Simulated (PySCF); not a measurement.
First SCF of a structure search on singlet AlCl3, at a hand-made trigonal planar geometry. PySCF input:

```python
from pyscf import gto, scf, dft
mol = gto.M(atom='''
Al     0.000000     0.000000     0.000000
Cl     2.250000     0.000000     0.000000
Cl    -1.125000     1.948600     0.000000
Cl    -1.125000    -1.948600     0.000000''',
    basis={'Al': 'def2-TZVP', 'Cl': 'def2-TZVP'},
    charge=0, spin=0)
mf = dft.RKS(mol, xc='PBE0')
mf.grids.atom_grid = (50, 194)
aux = {'Al': 'def2-universal-JKFIT', 'Cl': 'def2-universal-JKFIT'}
mf = mf.density_fit(auxbasis=aux)
mf.conv_tol = 1e-08
mf.diis_space = 10
mf.max_cycle = 60
mf.init_guess = 'minao'
mf.verbose = 4
mf.kernel()
```

Excerpt of the output (cycles and frontier levels):

```
init E= -1622.66377518292
  HOMO = -0.375711470143087  LUMO = -0.124123152644753  gap/eV = 6.84607
cycle= 1 E= -1622.63375836546  delta_E= 0.03  |g|= 0.455  |ddm|= 1.86
  HOMO = -0.313187755449569  LUMO = -0.124494658789515  gap/eV = 5.13460
cycle= 2 E= -1622.56763114437  delta_E= 0.0661  |g|= 0.697  |ddm|= 1.12
  HOMO = -0.340248323428822  LUMO = -0.0994332559556277  gap/eV = 6.55291
cycle= 3 E= -1622.70060855846  delta_E= -0.133  |g|= 0.045  |ddm|= 0.641
  HOMO = -0.346702688664547  LUMO = -0.103768937923231  gap/eV = 6.61056
cycle= 4 E= -1622.70091309265  delta_E= -0.000305  |g|= 0.0176  |ddm|= 0.041
  HOMO = -0.34524543100205  LUMO = -0.101277657119372  gap/eV = 6.63870
cycle= 5 E= -1622.70099403493  delta_E= -8.09e-05  |g|= 0.002  |ddm|= 0.0152
  HOMO = -0.345433922804562  LUMO = -0.101314428326209  gap/eV = 6.64283
cycle= 6 E= -1622.7009947746  delta_E= -7.4e-07  |g|= 0.000407  |ddm|= 0.00163
  HOMO = -0.345405284811871  LUMO = -0.101303279608949  gap/eV = 6.64235
cycle= 7 E= -1622.70099480579  delta_E= -3.12e-08  |g|= 5.31e-05  |ddm|= 0.000263
  HOMO = -0.345410412200487  LUMO = -0.101310669835371  gap/eV = 6.64229
cycle= 8 E= -1622.70099480644  delta_E= -6.48e-10  |g|= 6.32e-06  |ddm|= 3.77e-05
  HOMO = -0.345409336856376  LUMO = -0.101310502633634  gap/eV = 6.64227
Extra cycle  E= -1622.70099480644  delta_E= 2.27e-12  |g|= 7.89e-06  |ddm|= 1.32e-05
converged SCF energy = -1622.70099480644
```

No lower solution of this spin was found by a stability analysis within the restricted form, which does not test spin polarisation.

The search for the lowest solution, with the stability check, took 7.3 s on 4 threads of a shared Arm Neoverse V1 host, with 148 basis functions; the process peaked at 0.46 GiB.
